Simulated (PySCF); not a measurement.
**Correlation energy of Au (gold, neutral)**

[Xe] 4f14 5d9 6s1 6p1, one real determinant (an excited configuration). All numbers are calculated (PySCF 2.14, a scalar-relativistic core potential, in def2-QZVPPD with the def2 core potential (60 electrons)). Frozen: nothing; 19 electrons correlated.

MP2 pair energies summed by pair of shells (mhartree):

```tsv
pair	energy	share (%)
5d-5d	-265.96	44.7
5p-5d	-159.15	26.7
5p-5p	-47.84	8.0
5d-6s	-41.55	7.0
5s-5d	-25.00	4.2
5s-5p	-23.14	3.9
5d-6p	-17.56	2.9
5p-6s	-6.40	1.1
5s-5s	-3.90	0.7
5p-6p	-2.26	0.4
6s-6p	-1.91	0.3
5s-6s	-0.51	0.1
5s-6p	-0.21	0.0
```

Total MP2 correlation energy: -595.39 mhartree.

Same-spin part -196.50 and opposite-spin part -398.89 mhartree; SCS-MP2 scales them by 1/3 and 6/5 to -544.17 mhartree.

The reference is one real determinant that mixes LS terms of this configuration.

The basis has no tight functions for the innermost shells, so their pair energies are far from complete.

This basis was not built for core-valence correlation, so the inner-shell part is incomplete.
